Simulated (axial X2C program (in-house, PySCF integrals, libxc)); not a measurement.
**MP2 2c against experiment**

Computed with an axial X2C code built on PySCF integrals, spin-free (one-electron X2C) or two-component (2c: spin–orbit coupling with atomic mean-field Coulomb and Gaunt terms, which also bring small scalar terms), in Dyall basis sets with cores contracted in-house; open shells are unrestricted.

Dyall triple-zeta sets (v3z, cv3z or av3z by atom and run).

Measured values: Huber and Herzberg, Constants of Diatomic Molecules (1979). Errors are computed minus measured. MP2 and coupled cluster freeze inner shells, in many runs the outer core of a metal too (1s of Li among them), which lengthens bonds; no counterpoise correction.

```csv
molecule,state,measured Re (Å),measured ωe (cm⁻¹)
NH,3Σ-,1.03621,3282.27
N₂,1Σg+,1.09769,2358.57
BH,1Σ+,1.2324,2366.9
CS,1Σ+,1.53494,1285.08
LiH,1Σ+,1.5957,1405.65
HI,1Σ+,1.60916,2309.01
MgH,2Σ+,1.7297,1495.2
MnH,7Σ,1.7311,1548
CuF,1Σ+,1.74493,622.65
IF,1Σ+,1.90976,610.24
GeS,1Σ+,2.01209,575.8
AlCl,1Σ+,2.13011,481.3
GeSe,1Σ+,2.13463,408.7
BrCl,1Σ+,2.13606,444.276
LiBr,1Σ+,2.17043,563.16
KH,n/a,2.2425,983.6
Br₂,1Σg+,2.28105,325.321
RbH,1Σ+,2.367,936.94
LiI,1Σ+,2.39192,498.16
SrS,1Σ+,2.4405,388.38
TlCl,1Σ+,2.48483,n/a
AlI,1Σ+,2.5371,316.1
Li₂,1Σg+,2.6729,351.43
```

MP2 2c gives:

```json
{"molecule": "NH", "correlated electrons": "6", "Re (Å)": "1.032", "ωe (cm⁻¹)": "3392.5"}
{"molecule": "N₂", "correlated electrons": "10", "Re (Å)": "1.113", "ωe (cm⁻¹)": "2190.3"}
{"molecule": "BH", "correlated electrons": "4", "Re (Å)": "1.228", "ωe (cm⁻¹)": "2427.9"}
{"molecule": "CS", "correlated electrons": "10", "Re (Å)": "1.542", "ωe (cm⁻¹)": "1298.2"}
{"molecule": "LiH", "correlated electrons": "2", "Re (Å)": "1.600", "ωe (cm⁻¹)": "1425.6"}
{"molecule": "HI", "correlated electrons": "8", "Re (Å)": "1.606", "ωe (cm⁻¹)": "2376.3"}
{"molecule": "MgH", "correlated electrons": "3", "Re (Å)": "1.726", "ωe (cm⁻¹)": "1557.5"}
{"molecule": "MnH", "correlated electrons": "8", "Re (Å)": "1.730", "ωe (cm⁻¹)": "1605.2"}
{"molecule": "CuF", "correlated electrons": "18", "Re (Å)": "1.721", "ωe (cm⁻¹)": "638.6"}
{"molecule": "IF", "correlated electrons": "14", "Re (Å)": "1.932", "ωe (cm⁻¹)": "613.1"}
{"molecule": "GeS", "correlated electrons": "10", "Re (Å)": "2.032", "ωe (cm⁻¹)": "569.5"}
{"molecule": "AlCl", "correlated electrons": "10", "Re (Å)": "2.156", "ωe (cm⁻¹)": "474.8"}
{"molecule": "GeSe", "correlated electrons": "20", "Re (Å)": "2.144", "ωe (cm⁻¹)": "409.1"}
{"molecule": "BrCl", "correlated electrons": "14", "Re (Å)": "2.142", "ωe (cm⁻¹)": "455.8"}
{"molecule": "LiBr", "correlated electrons": "8", "Re (Å)": "2.195", "ωe (cm⁻¹)": "553.1"}
{"molecule": "KH", "correlated electrons": "10", "Re (Å)": "2.227", "ωe (cm⁻¹)": "1020.6"}
{"molecule": "Br₂", "correlated electrons": "14", "Re (Å)": "2.283", "ωe (cm⁻¹)": "335.7"}
{"molecule": "RbH", "correlated electrons": "10", "Re (Å)": "2.352", "ωe (cm⁻¹)": "968.5"}
{"molecule": "LiI", "correlated electrons": "8", "Re (Å)": "2.424", "ωe (cm⁻¹)": "485.5"}
{"molecule": "SrS", "correlated electrons": "8", "Re (Å)": "2.500", "ωe (cm⁻¹)": "367.5"}
{"molecule": "TlCl", "correlated electrons": "20", "Re (Å)": "2.498", "ωe (cm⁻¹)": "281.4"}
{"molecule": "AlI", "correlated electrons": "10", "Re (Å)": "2.558", "ωe (cm⁻¹)": "317.2"}
{"molecule": "Li₂", "correlated electrons": "2", "Re (Å)": "2.755", "ωe (cm⁻¹)": "339.8"}
```

Work out the errors, computed minus measured.



| molecule | error of Re (Å) | error of ωe (%) |
| --- | --- | --- |
| NH | -0.004 | 3.4 |
| N₂ | 0.015 | -7.1 |
| BH | -0.004 | 2.6 |
| CS | 0.007 | 1.0 |
| LiH | 0.004 | 1.4 |
| HI | -0.003 | 2.9 |
| MgH | -0.004 | 4.2 |
| MnH | -0.001 | 3.7 |
| CuF | -0.024 | 2.6 |
| IF | 0.022 | 0.5 |
| GeS | 0.020 | -1.1 |
| AlCl | 0.026 | -1.4 |
| GeSe | 0.009 | 0.1 |
| BrCl | 0.006 | 2.6 |
| LiBr | 0.025 | -1.8 |
| KH | -0.016 | 3.8 |
| Br₂ | 0.002 | 3.2 |
| RbH | -0.015 | 3.4 |
| LiI | 0.032 | -2.5 |
| SrS | 0.059 | -5.4 |
| TlCl | 0.013 | n/a |
| AlI | 0.021 | 0.3 |
| Li₂ | 0.082 | -3.3 |

What are the mean, mean absolute and worst errors of Re over these?

Mean 0.012 Å, mean absolute 0.018 Å, worst 0.082 (Li₂).
